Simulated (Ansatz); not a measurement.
C2H12Si3 (SMILES C[SiH2][SiH2][SiH2]C), singlet, geometry from GFN2-xTB, with bond 10-2 at 1.4 times its length; CASSCF(4,5)/STO-3G (Ansatz, a first-principles code).

Ansatz was given this input:
Ansatz 0.2 input:
```yaml
crystal:
  periodic: [false, false, false]
  atoms:
    - {symbol: Si, position_ang: [-2.12898000, -0.58820132, 0.22782422]}
    - {symbol: C, position_ang: [-2.54074805, 1.02599650, -0.68721800]}
    - {symbol: Si, position_ang: [0.14107893, -1.01593470, 0.05233740]}
    - {symbol: Si, position_ang: [1.55802497, 0.81289721, 0.26420715]}
    - {symbol: C, position_ang: [3.32565776, 0.40371092, -0.30298482]}
    - {symbol: H, position_ang: [-2.56653584, -0.42218043, 1.62226740]}
    - {symbol: H, position_ang: [-2.99812157, -1.63531582, -0.33021996]}
    - {symbol: H, position_ang: [-2.29524383, 0.95429390, -1.74318955]}
    - {symbol: H, position_ang: [-1.98113674, 1.86253543, -0.27727030]}
    - {symbol: H, position_ang: [-4.01831429, 1.36817890, -0.58434606]}
    - {symbol: H, position_ang: [0.51037791, -2.04429018, 1.04153059]}
    - {symbol: H, position_ang: [0.41688084, -1.69444591, -1.22857710]}
    - {symbol: H, position_ang: [1.10377365, 1.96375105, -0.53394725]}
    - {symbol: H, position_ang: [1.64099917, 1.30238770, 1.64916828]}
    - {symbol: H, position_ang: [3.33855250, 0.09442322, -1.34451535]}
    - {symbol: H, position_ang: [3.74409129, -0.40934420, 0.28378180]}
    - {symbol: H, position_ang: [3.99132255, 1.25687126, -0.20523646]}
basis:
  gaussian:
    orbitals: STO-3G
hamiltonian:
  xc: hf
magnetization: {spin_polarized: false}
correlation: {active_space: {window: {electrons: 4, orbitals: 5}}}
```

Output, abridged:

```
Functional definition: HF
590 factors; integrals over basis functions are off by at most 4.6e-5 eV
mean field evaluation 1: about -25539.0317 eV, gradient 1.5e1 eV
mean field evaluation 2: about -25539.1443 eV, gradient 1.5e1 eV
mean field evaluation 4: about -25540.1913 eV, gradient 8.2e-1 eV
mean field evaluation 8: about -25540.1940 eV, gradient 2.0e-4 eV
mean field -25540.19402161 eV, -938.5848185287 hartree, gradient 1.5e-6 eV, S^2 0.000000; 0 other end points of the search recorded, 0 dependent functions left out
reference -25540.19402161 eV, -938.5848185287 hartree; 33, 33 occupied and 16, 16 virtual orbitals, 590 factors
state -25541.75901782 eV, -938.6423310788 hartree
1 active orbitals were swapped for others, from the solution at -25541.74953549 eV, -938.6419826096 hartree to that at -25541.75901782 eV, -938.6423310788 hartree; typed "places" are swapped only where nearly empty or full, and so, without "given_window_search", are "orbital_numbers", "shells" and a window whose orbitals a file names under [Active]
Total energy: -25541.75901782 eV, -938.6423310788 hartree
```
